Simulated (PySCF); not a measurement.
# Dipole moment and polarisability of `FC1CCCCC1`

C6H11F.
Atom-mapped SMILES: `[F:1][CH:2]1[CH2:3][CH2:4][CH2:5][CH2:6][CH2:7]1` (hydrogens: H8 on C2; H9, H10 on C3; H11, H12 on C4; H13, H14 on C5; H15, H16 on C6; H17, H18 on C7)

Cartesian coordinates in Å at the GFN2-xTB level; atoms count from 1:
```
atom  x, y, z in Å
F1     1.8391   -0.2768    1.2004
C2     1.4513   -0.0646   -0.1136
C3     0.5776   -1.2283   -0.5703
C4    -0.7437   -1.2505    0.1942
C5    -1.4770    0.0777    0.0362
C6    -0.6053    1.2186    0.5513
C7     0.7174    1.2690   -0.2093
H8     2.3876   -0.0341   -0.6882
H9     1.1170   -2.1641   -0.4129
H10    0.3912   -1.1133   -1.6396
H11   -0.5385   -1.4258    1.2520
H12   -1.3635   -2.0712   -0.1716
H13   -2.4165    0.0506    0.5910
H14   -1.7136    0.2436   -1.0179
H15   -1.1247    2.1723    0.4424
H16   -0.3985    1.0648    1.6122
H17    0.5372    1.4815   -1.2648
H18    1.3542    2.0570    0.1971
```

Level: B3LYP/def2-SVPD (PySCF), static field, nuclei fixed, core orbitals frozen in the response. The polarisability tensor in these axes (au):

```
x   72.39  0.21 -1.53
y    0.21 72.01  1.23
z   -1.53  1.23 64.28
```

Give the principal values, the mean and the anisotropy Δα = √{½[(α1 − α2)² + (α2 − α3)² + (α1 − α3)²]}.

Principal values 63.81, 72.20 and 72.67 au; mean 69.56 au = 10.31 Å³ = 11.47 × 10⁻⁴⁰ C²·m²/J; Δα = 8.64 au (12 % of the mean).

What is the dipole moment, and where does it point?

(-0.83, 0.28, -1.58) D, 1.81 D in size, pointing from the negative to the positive side. Measured along this direction, the outermost atoms are F1 at the negative end and H14 at the positive end.

Form Σ f/ω² (atomic units) for the 8 lowest TDDFT singlets, given as eV and f, and set it beside the mean polarisability, which is this sum over all singlets: 7.75, 0.0002; 7.76, 0.0014; 8.37, 0.0059; 8.38, 0.0119; 8.52, 0.0088; 8.61, 0.0235; 8.61, 0.0089; 8.69, 0.0125.

They add up to 0.74 au, 1.1 % of the 69.56 au; the largest single term is 0.23 au, from the state at 8.61 eV. Terms in order: 0.00, 0.02, 0.06, 0.13, 0.09, 0.23, 0.09, 0.12 au. Higher excitations give the rest. The strengths listed sum to 0.073.

Find the Langevin capture rate constant for NO+ (29.998 u) meeting this molecule (102.084 u), k = 2.342 × 10⁻⁹ cm³/s × √(α in Å³ / reduced mass in u).

The reduced mass is 23.18 u, so k = 1.56 × 10⁻⁹ cm³/s. The formula leaves out the permanent dipole, which adds to the capture rate.

What would n − 1 = 2πNα be for an ideal gas of these molecules at 400 K and 1 atm, electronic part alone?

N = p/kT = 1.8347 × 10¹⁹ cm⁻³, so n − 1 = 2π × N × 10.31 × 10⁻²⁴ cm³ = 1188 × 10⁻⁶ at long wavelengths.

Isolated species at its GFN2-xTB geometry (one conformer only).
